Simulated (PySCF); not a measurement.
Sb(Me)2 (C2H6Sb), SMILES [CH3][Sb+][CH3] (connectivity only; charge and spin as stated), charge +1, multiplicity 1. Atoms are numbered in the order given.

```xyz
9

Sb     0.0000     0.0000     0.3982
C      1.5844    -0.0096    -1.0429
H      1.6729     1.0355    -1.4023
H      2.5371    -0.3123    -0.5879
H      1.3239    -0.6409    -1.9072
C     -1.5844     0.0096    -1.0429
H     -1.3239     0.6409    -1.9072
H     -1.6729    -1.0355    -1.4023
H     -2.5371     0.3123    -0.5879
```
Charge +1, spin multiplicity 1.

The structure is a stationary point at B3LYP-D3(BJ)/def2-SVP. The spin state was assumed, not searched. The isomer is the one that the SMILES or the coordinates give; other isomers of the formula were not compared. The def2 effective core potentials stand for the cores of Sb; spin–orbit coupling is left out.

Method: CAM-B3LYP/def2-TZVPD in PySCF.

Mulliken values depend strongly on the basis, most of all with diffuse functions as here. ESP charges are fitted to the potential on shells at 1.4 to 2.0 van der Waals radii. Atomic charges (e):

| atom | Mulliken | ESP fit |
|---|---|---|
| Sb1 | 1.19 | (withheld) |
| C2 | -1.16 | (withheld) |
| H3 | 0.37 | (withheld) |
| H4 | 0.34 | (withheld) |
| H5 | 0.35 | (withheld) |
| C6 | -1.16 | (withheld) |
| H7 | 0.35 | (withheld) |
| H8 | 0.37 | (withheld) |
| H9 | 0.34 | (withheld) |

Q: Fill in the missing entries. (The exact figures need the calculation; the answer reports its results.)

A: 
- Sb1, ESP fit: 0.68
- C2, ESP fit: -0.08
- H3, ESP fit: 0.11
- H4, ESP fit: 0.08
- H5, ESP fit: 0.06
- C6, ESP fit: -0.08
- H7, ESP fit: 0.06
- H8, ESP fit: 0.11
- H9, ESP fit: 0.08
